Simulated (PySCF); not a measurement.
Electron correlation in Nb (niobium, neutral)

[Kr] 4d5, high-spin 6S determinant (an excited configuration). Calculation: PySCF 2.14, in def2-TZVPPD with the def2 core potential (28 electrons); a scalar-relativistic core potential. Frozen: nothing; 13 electrons correlated.

```tsv
level	correlation energy (mhartree)
CCSD	-319.16
(T)	-9.80
CCSD(T)	-328.96
```

Diagnostics: T1 = 0.0057, D1 = 0.0101, largest double amplitude 0.032.

Cost of the coupled-cluster step: about 12 core-seconds, for 13 correlated electrons.

Iterations:

```
CC2 = 0
CCSD nocc = (np.int64(9), np.int64(4)), nmo = (56, 56)
frozen orbitals [[], []]
max_cycle = 100
direct = 0
conv_tol = 1e-08
conv_tol_normt = 1e-06
diis_space = 8
diis_start_cycle = 0
Init t2, MP2 energy = -0.313951885998057
Init E_corr(UCCSD) = -0.313951885999615
cycle = 1  E_corr(UCCSD) = -0.314499161971429  dE = -0.000547275972  norm(t1,t2) = 0.0397656
cycle = 2  E_corr(UCCSD) = -0.31845021872022  dE = -0.00395105675  norm(t1,t2) = 0.0119531
cycle = 3  E_corr(UCCSD) = -0.319021356449935  dE = -0.00057113773  norm(t1,t2) = 0.00552867
cycle = 4  E_corr(UCCSD) = -0.319215581840916  dE = -0.000194225391  norm(t1,t2) = 0.00156529
cycle = 5  E_corr(UCCSD) = -0.319163256289965  dE = 5.2325551e-05  norm(t1,t2) = 0.000349242
cycle = 6  E_corr(UCCSD) = -0.319156657544012  dE = 6.59874595e-06  norm(t1,t2) = 4.77446e-05
cycle = 7  E_corr(UCCSD) = -0.319159268769024  dE = -2.61122501e-06  norm(t1,t2) = 1.08696e-05
cycle = 8  E_corr(UCCSD) = -0.319159268647322  dE = 1.21701926e-10  norm(t1,t2) = 1.70324e-06
cycle = 9  E_corr(UCCSD) = -0.319159234767746  dE = 3.38795766e-08  norm(t1,t2) = 3.68468e-07
cycle = 10  E_corr(UCCSD) = -0.319159239315788  dE = -4.54804183e-09  norm(t1,t2) = 8.37815e-08
UCCSD converged
E(UCCSD) = -56.58379725448843  E_corr = -0.3191592393157876
UCCSD(T) correction = -0.00980207478976954
```

The basis has no tight functions for the innermost shells, so their pair energies are far from complete.

This basis was not built for core-valence correlation, so the inner-shell part is incomplete.
